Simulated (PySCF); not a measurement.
## Arsenic: a sound run and one with changed settings

Sound run: As [Ar] 3d10 4s2 4p3, As⁺ [Ar] 3d10 4s2 4p2. All numbers are calculated (PySCF 2.14, the non-relativistic Hamiltonian (point nucleus), in pcseg-2). In the sound run the correlated levels freeze [Ar] 3d10. The sound run starts from symmetry-adapted Hartree-Fock orbitals and uses a fine grid where one is needed.

Changed run: the spin-free X2C one-electron Hamiltonian (Gaussian nucleus). This setting is unsound on purpose.

```json
{"species": "As", "method": "UHF", "sound run (hartree)": "-2234.20944", "changed run (hartree)": "-2253.74668", "converged": "yes"}
{"species": "As", "method": "MN15", "sound run (hartree)": "-2236.25930", "changed run (hartree)": "-2255.74223", "converged": "yes"}
{"species": "As", "method": "BP86", "sound run (hartree)": "-2236.12628", "changed run (hartree)": "-2255.65372", "converged": "yes"}
{"species": "As", "method": "MP2", "sound run (hartree)": "-2234.28032", "changed run (hartree)": "-2253.81718", "converged": "yes"}
{"species": "As", "method": "CCSD(T)", "sound run (hartree)": "-2234.29748", "changed run (hartree)": "-2253.83405", "converged": "yes"}
{"species": "As⁺", "method": "UHF", "sound run (hartree)": "-2233.86205", "changed run (hartree)": "-2253.39938", "converged": "yes"}
{"species": "As⁺", "method": "MN15", "sound run (hartree)": "-2235.89207", "changed run (hartree)": "-2255.37516", "converged": "yes"}
{"species": "As⁺", "method": "BP86", "sound run (hartree)": "-2235.75859", "changed run (hartree)": "-2255.28622", "converged": "yes"}
{"species": "As⁺", "method": "MP2", "sound run (hartree)": "-2233.91557", "changed run (hartree)": "-2253.45257", "converged": "yes"}
{"species": "As⁺", "method": "CCSD(T)", "sound run (hartree)": "-2233.93286", "changed run (hartree)": "-2253.46946", "converged": "yes"}
```

Ionisation energy of As:

| method | sound run (eV) | changed run (eV) |
| --- | --- | --- |
| UHF | 9.453 | 9.450 |
| MN15 | 9.993 | 9.988 |
| BP86 | 10.005 | 10.000 |
| MP2 | 9.925 | 9.922 |
| SCS-MP2 | 9.781 | 9.776 |
| CCSD | 9.891 | 9.890 |
| CCSD(T) | 9.922 | 9.921 |

Most of the change in total energy is the relativistic energy itself. On top of that the contraction fixes the core shape for the Hamiltonian it was made with, so the changed run is not a good calculation with the other Hamiltonian either.

For comparison, NIST gives 9.789 eV between the lowest levels.
